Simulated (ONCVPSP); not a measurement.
## thallium (Tl), ONCV: configuration errors across variants

thallium, optimised norm-conserving Vanderbilt (ONCV), made with ONCVPSP 4.0.1 (PBE, scalar-relativistic). Core [Xe] 4f14, reference 5d10 6s1 (charge +2). Waves: 6s: rc 1.65 bohr, ncon 3, nbas 7, qcut 3.2 1/bohr, 2 projectors, debl 2.7 Ha; p scattering state at 0.1 Ha: rc 2.10 bohr, ncon 3, nbas 6, qcut 3.2 1/bohr, 2 projectors, debl 4 Ha; 5d: rc 2.15 bohr, ncon 4, nbas 9, qcut 7.8 1/bohr, 2 projectors, debl 0.4 Ha. Local part: polynomial inside 1.05 bohr (lpopt 5, dvloc0 1 Ha). Core correction: none.

In the p channel the program set the typed energies aside and used 0.050, 4.050 Ha. In the d channel the program set the typed energies aside and used -1.219, 0.250 Ha.

All-electron excitation energies from the reference (eV): (1) 5d10 6s2 -20.780; (2) 5d10 6s0 30.141; (3) 5d9 6s0 81.929.

5 further variants failed, have other tests or another functional or relativity, and are left out.

A true bound ghost makes a file unfit for plane-wave use even where its test errors are small: the radial tests pick states by their node count and pass the ghost by.

Errors AE − PS in meV (a dash: test not solved or not reliable):

| change | (1) | (2) | (3) | bound ghosts | GHOST(+) flags above zero |
| --- | --- | --- | --- | --- | --- |
| base | +19 | +7.0 | +18 | s, p | none |
| core correction Teter function, fcfact 2.75, rcfact 1.1 | +18 | +5.7 | +18 | s, p | none |
| local potential polynomial inside 1.10 bohr (lpopt 5, dvloc0 0 Ha) | +19 | +7.0 | +18 | s, p | s |
| d: qcut 10.5 | +19 | +7.8 | +17 | s, p | none |

(1) Give the same row for: s: rc 1.5.

## Answers

(1) +22, +12, +2.6; bound ghosts: s, p; GHOST(+) flags above zero: s.
